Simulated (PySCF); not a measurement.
C3H8BP.
Numbering: `[CH2:1]=[CH:2][CH2:3][BH:4][PH2:5]` (hydrogens: H6, H7 on C1; H8 on C2; H9, H10 on C3; H11 on B4; H12, H13 on P5)

Theory: PBE0-D3(BJ)/def2-SVP geometry optimisation, gas phase in PySCF 2.14.0.

Q: Give the optimised bond lengths and angles.

A: 
```tsv
bond	length (Å)
C1=C2	1.334
C2–C3	1.493
C3–B4	1.573
B4–P5	1.879
C1–H6	1.093
C1–H7	1.095
C2–H8	1.099
C3–H9, C3–H10	1.108
B4–H11	1.211
P5–H12, P5–H13	1.420
```

Bonds in one row agree within 0.01 Å and their mean is given. A selection of angles:
```tsv
angle	degrees
C2–C1–H6	121.5
C2–C1–H7	121.5
H6–C1–H7	117.0
C1–C2–C3	126.1
C1–C2–H8	118.3
C3–C2–H8	115.6
C2–C3–B4	117.7
C2–C3–H9	111.4
B4–C3–H9	106.4
H9–C3–H10	104.0
C3–B4–P5	123.4
C3–B4–H11	118.7
P5–B4–H11	117.3
B4–P5–H12	102.7
H12–P5–H13	99.9
```

Torsions: C1–C2–C3–B4 -111° (anticlinal); C2–C3–B4–P5 -6° (synperiplanar). The mirror-image conformer, all signs reversed, is as good.

B4 (three-coordinate boron) is planar (angles 123.4°, 118.7° and 117.3°, sum 359.5°, 0.06 Å off the plane of its three neighbours). P5 (three-coordinate phosphorus) is pyramidal (angles 102.7°, 102.6° and 99.9°, sum 305.3°, 0.69 Å off the plane of its three neighbours). The 2 C–C bonds span 1.334 Å (C1=C2, drawn double) to 1.493 Å (C2–C3, drawn single), a spread of 0.159 Å. Of the pairs four or more bonds apart, C2···H12 is among the closest relative to their van der Waals radii: 2.96 Å, 102 % of the sum of Bondi's values.

Point group: C1 (no symmetry element, even within 0.4 Å). No frequency check. One conformer, not necessarily the lowest (C1–C2–C3–B4 -111°, C2–C3–B4–P5 -6°, C3–B4–P5–H 43° and 147°).
